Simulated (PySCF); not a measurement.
**Worked example: chemical shift, span and skew from a shielding tensor**

C₃H₆BFN₂, SMILES N1=CB(N(C1)C)F. Atoms are numbered in the order given.

```xyz
13

C      0.9539    -1.8739     0.0000
N      0.4409    -0.5265     0.0000
C      1.3354     0.6192     0.0000
N      0.5422     1.8307     0.0000
C     -0.7081     1.5173     0.0000
B     -0.8779    -0.0490     0.0000
F     -1.9757    -0.8101     0.0000
H      1.5744    -2.0735     0.8921
H      1.5744    -2.0735    -0.8921
H      0.1158    -2.5850     0.0000
H      1.9966     0.6203    -0.8881
H      1.9966     0.6203     0.8881
H     -1.4556     2.3224     0.0000
```

Geometry: B3LYP-D3(BJ)/def2-SVP. This is a generated structure with no PubChem entry under its InChIKey; it may be hypothetical. Other conformers were not sampled.

GIAO shieldings from KT2/pcSseg-1 (PySCF), non-relativistic, no solvent. The symmetric part of the tensor of N2 has the principal values 41.4, 144.5, 200.2 ppm. The same nucleus in NH3 has σ = 266.2 ppm at this level (PySCF, at its B3LYP-D3(BJ)/def2-TZVP geometry).

Question: Work out the isotropic shielding, the ¹⁵N shift against NH3, the span and the skew.

Answer: 
σ(iso) = (σ11 + σ22 + σ33)/3 = 128.7 ppm. δ = σ(ref) − σ(iso) = 266.2 − (128.7) = 137.5 ppm.
Span Ω = σ33 − σ11 = 158.8 ppm. Skew κ = 3(σ(iso) − σ22)/Ω = -0.30. Tumbling in solution averages the tensor to δ; in a static solid the shielding alone would spread this spin-1/2 line over Ω.
